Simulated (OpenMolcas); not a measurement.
Os2+: moving or changing the point charges

Os2+ among 4 point charges of -1.5 e arranged as a tetrahedron (Td), 1.87 Å from the ion.

```yaml
Program: OpenMolcas 26.06
Method: "SS-CASPT2, IPEA 0.25 Eh, imaginary shift 0.1 Eh (closed shells correlated: 4f 5s 5p)"
Basis: ANO-RCC-VDZP [7s6p4d2f1g]
Scalar_Hamiltonian: DKH2, point nucleus
Active_space: 6 electrons in 5 orbitals (5d)
State_averaging: 2S+1 = 5 even, 5 roots; 2S+1 = 3 even, 45 roots; 2S+1 = 1 even, 50 roots
Spin-orbit_coupling: state interaction with AMFI integrals over the reference wave functions
```

Runs around this geometry, states (labels of Td). Energies in cm-1 above the lowest state or level, χT in cm3 K/mol.

| R (Å) | q (e) | Ground state | First state of that spin | First gap with spin-orbit (degeneracies) | χT at 300 K | First state of another spin |
| --- | --- | --- | --- | --- | --- | --- |
| 1.87 | -1.2 | 5E | 5T2 3840 | 250 (1, 3) | 4.384 | 3T1 12960 |
| 1.87 | -1.5 | 5E | 5T2 3740 | 270 (1, 3) | 4.300 | 3T1 12560 |
| 2.01 | -1.5 | 5E | 5T2 3350 | 230 (1, 3) | 4.513 | 3T1 13320 |

Taking the first state of the same spin as R^-n, n = -ln(3350 / 3740) / ln(2.01 / 1.87) = 1.5 between the shortest and longest distance.

Scaling the charges by -1.2 / -1.5 = 0.80 scales the first state of the same spin by 3840 / 3740 = 1.03; with fixed orbitals a first-order splitting would follow the charge.

Roots that are degenerate in the reference are averaged as groups; the widest CASPT2 spread within a group is 450 cm-1 (the 3-fold group of multiplicity 3 near 38400 cm-1 above the lowest state of its run, R = 1.87, q = -1.5). Shifts and gaps below about the spread of the groups concerned are not significant. An orbital doublet at a regular site is open to a Jahn-Teller distortion, which this geometry leaves out. Point charges give a weaker field than real ligands, and real ions of this kind are as a rule low spin; the high spin found here belongs to the model. The ground term spreads over less than 5000 cm-1, several times less than with real ligands, so orbital moments are less quenched and χT lies further from the spin-only value than at real sites. Free-ion shares, where given, are those of the reference states; single-state CASPT2 does not remix them. Spin-orbit coupling mixes the spin-free states strongly: the lowest level takes only 69 % from its leading state, 5E (figures for R = 1.87, q = -1.2; the like holds for R = 1.87, q = -1.5, R = 2.01, q = -1.5). This is an electrostatic model: the charges have no orbitals. No measured value stands beside these numbers.
